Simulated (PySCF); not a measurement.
## BrClGa, SMILES `[Br][Ga][Cl]` (charge 0, multiplicity 2)

The numbers are results of PBE-D3(BJ)/def2-TZVP // PBE0-D3(BJ)/def2-TZVP (PySCF), not measurements.

- highest occupied spin orbital = -5.90 eV
- dipole moment = 1.45 D
- total energy = -4958.4476 Ha
- cost = about 4 core-minutes (a rough figure)

Bonds (Å): Cl1–Ga2 2.160, Ga2–Br3 2.313. Bond angles (°): Cl1–Ga2–Br3 119.2.
Charge 0, spin multiplicity 2.
